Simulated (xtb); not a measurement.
Input file for xtb: GFN-FF on CH4O (SMILES CO).

```
$ xtb mol.xyz --gfnff --sp --chrg 0 --uhf 0
6

C     -0.14214069     0.33369886    -0.00000000
O     -0.13220419    -1.08697197    -0.00000000
H     -1.18694707     0.64114612     0.00000000
H      0.78116057    -1.38936803     0.00000000
H      0.34006569     0.75079751     0.89116558
H      0.34006569     0.75079751    -0.89116558
```

Task: Give the final energy of this run.

Result: -0.7600 hartree.
